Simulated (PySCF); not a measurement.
FZn, charge +1, singlet, at a GFN2-xTB geometry (such geometries of metal compounds can be far from the true shape), atoms displaced at random by about 0.03 Å a coordinate; R2SCAN/6-31G, gradient (PySCF).

Input for PySCF:
```python
from pyscf import gto, scf, dft

mol = gto.M(
    atom='''
Zn    0.00407844    0.03148013   -0.37963768
F     0.03247751    0.06747572    1.33700170
''',
    basis='6-31g',
    charge=1,
    verbose=4,
)

mf = dft.RKS(mol)
mf.xc = 'r2scan'
mf.grids.level = 1
mf.kernel()
g = mf.nuc_grad_method()
g.grid_response = True
grad = g.kernel()
```

Question: What does PySCF print? Leave out banner, timings and long lists.

Answer: 
```
PySCF version 2.14.0

[INPUT] verbose = 4
[INPUT] num. atoms = 2
[INPUT] num. electrons = 38
[INPUT] charge = 1
[INPUT] spin (= nelec alpha-beta = 2S) = 0
[INPUT] symmetry False subgroup None
[INPUT] Mole.unit = angstrom
[INPUT] Symbol           X                Y                Z      unit          X                Y                Z       unit  Magmom
[INPUT]  1 Zn     0.004078440000   0.031480130000  -0.379637680000 AA    0.007707134615   0.059488824066  -0.717411241765 Bohr   0.0
[INPUT]  2 F      0.032477510000   0.067475720000   1.337001700000 AA    0.061373599108   0.127510630858   2.526567041078 Bohr   0.0

nuclear repulsion = 83.2014653775457
number of shells = 16
number of NR pGTOs = 112
number of NR cGTOs = 36
basis = 6-31g
ecp = {}

******** <class 'pyscf.dft.rks.RKS'> ********
method = RKS
initial guess = minao
damping factor = 0
level_shift factor = 0
DIIS = <class 'pyscf.scf.diis.CDIIS'>
diis_start_cycle = 1
diis_space = 8
diis_damp = 0
SCF conv_tol = 1e-09
SCF conv_tol_grad = None
SCF max_cycles = 50
direct_scf = True
direct_scf_tol = 1e-13
XC library pyscf.dft.libxc version 7.1.2
    S. Lehtola, C. Steigemann, M. J. T. Oliveira, and M. A. L. Marques,  SoftwareX 7, 1–5 (2018)
XC functionals = r2scan
    J. W. Furness, A. D. Kaplan, J. Ning, J. P. Perdew, and J. Sun,  J. Phys. Chem. Lett. 11, 8208–8215 (2020)
    J. W. Furness, A. D. Kaplan, J. Ning, J. P. Perdew, and J. Sun,  J. Phys. Chem. Lett. 11, 9248–9248 (2020)
    J. W. Furness, A. D. Kaplan, J. Ning, J. P. Perdew, and J. Sun,  J. Phys. Chem. Lett. 11, 8208–8215 (2020)
    J. W. Furness, A. D. Kaplan, J. Ning, J. P. Perdew, and J. Sun,  J. Phys. Chem. Lett. 11, 9248–9248 (2020)
radial grids:
    Treutler-Ahlrichs [JCP 102, 346 (1995); DOI:10.1063/1.469408] (M4) radial grids

becke partition: Becke, JCP 88, 2547 (1988); DOI:10.1063/1.454033
pruning grids: <function nwchem_prune>
grids dens level: 1
symmetrized grids: False
atomic radii adjust function: <function treutler_atomic_radii_adjust>
small_rho_cutoff = 0
Set gradient conv threshold to 3.16228e-05
Initial guess from minao.
tot grids = 12744
init E= -1878.45924180049
  HOMO = -0.325331789602501  LUMO = -0.177024520023155  gap/eV = 4.03565
cycle= 1 E= -1878.34964466173  delta_E= 0.11  |g|= 0.728  |ddm|= 1.46
  HOMO = -0.339474607839228  LUMO = -0.326838846337946  gap/eV = 0.34384
cycle= 2 E= -1874.05822960145  delta_E= 4.29  |g|= 4.22  |ddm|= 2.96
  HOMO = -0.530573975898051  LUMO = -0.432688097870487  gap/eV = 2.66361
cycle= 3 E= -1878.44664874598  delta_E= -4.39  |g|= 0.425  |ddm|= 2.42
  HOMO = -0.531672610898471  LUMO = -0.442531160118819  gap/eV = 2.42566
cycle= 4 E= -1878.4663343385  delta_E= -0.0197  |g|= 0.197  |ddm|= 0.138
  HOMO = -0.544096775522091  LUMO = -0.44508250465663  gap/eV = 2.69432
cycle= 5 E= -1878.47323350539  delta_E= -0.0069  |g|= 0.0856  |ddm|= 0.103
  HOMO = -0.555619797311642  LUMO = -0.444224321568969  gap/eV = 3.03123
cycle= 6 E= -1878.47468916539  delta_E= -0.00146  |g|= 0.021  |ddm|= 0.0977
  HOMO = -0.552625459588518  LUMO = -0.444227101813009  gap/eV = 2.94967
cycle= 7 E= -1878.47480931505  delta_E= -0.00012  |g|= 0.000199  |ddm|= 0.024
  HOMO = -0.552618181837675  LUMO = -0.444212518941574  gap/eV = 2.94987
cycle= 8 E= -1878.4748093235  delta_E= -8.46e-09  |g|= 2.05e-05  |ddm|= 0.000196
  HOMO = -0.552615796070217  LUMO = -0.444211927678474  gap/eV = 2.94982
cycle= 9 E= -1878.47480932361  delta_E= -1.1e-10  |g|= 1.96e-06  |ddm|= 2.57e-05
  HOMO = -0.552614777253183  LUMO = -0.44421175724825  gap/eV = 2.94980
Extra cycle  E= -1878.47480932361  delta_E= 9.09e-13  |g|= 6.32e-06  |ddm|= 7.03e-06
converged SCF energy = -1878.47480932361

******** <class 'pyscf.grad.rks.Gradients'> for <class 'pyscf.dft.rks.RKS'> ********
unit = Eh/Bohr
grid_response = True
--------------- RKS gradients ---------------
         x                y                z
0 Zn    -0.0002216935    -0.0002760066     0.0023194246
1 F     0.0002216935     0.0002760066    -0.0023194246
----------------------------------------------
```
